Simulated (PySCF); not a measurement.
C₂H₃ClN₂Si, SMILES Cl[SiH]1N=CC=N1. Atoms are numbered in the order given.

```xyz
9

Cl     2.0224    -0.4007     0.0000
Si     0.2549     0.6299     0.0000
N     -0.7965     0.1162     1.3465
C     -1.8272    -0.3526     0.7638
C     -1.8272    -0.3526    -0.7638
N     -0.7965     0.1162    -1.3465
H      0.5174     2.0863     0.0000
H     -2.6946    -0.7446     1.3224
H     -2.6946    -0.7446    -1.3224
```

The structure is a stationary point at PBE0-D3(BJ)/def2-SVP. This is a generated structure with no PubChem entry under its InChIKey; it may be hypothetical.

These are ωB97X/def2-TZVP (PySCF) values and carry that method's errors.

Symmetry labels are those of the subgroup Cs that the program uses (full group Cs).

Computed valence orbital energies around the gap with their symmetry:
```
orbital  symmetry  energy (eV)
-------  --------  -----------
HOMO−7         A"       -14.58
HOMO−6         A'       -14.25
HOMO−5         A'       -13.05
HOMO−4         A"       -12.32
HOMO−3         A'       -12.04
HOMO−2         A"       -11.58
HOMO−1         A"       -10.74
HOMO           A'       -10.45
LUMO           A'        -0.50
LUMO+1         A"         2.72
LUMO+2         A'         2.98
LUMO+3         A"         3.26
```
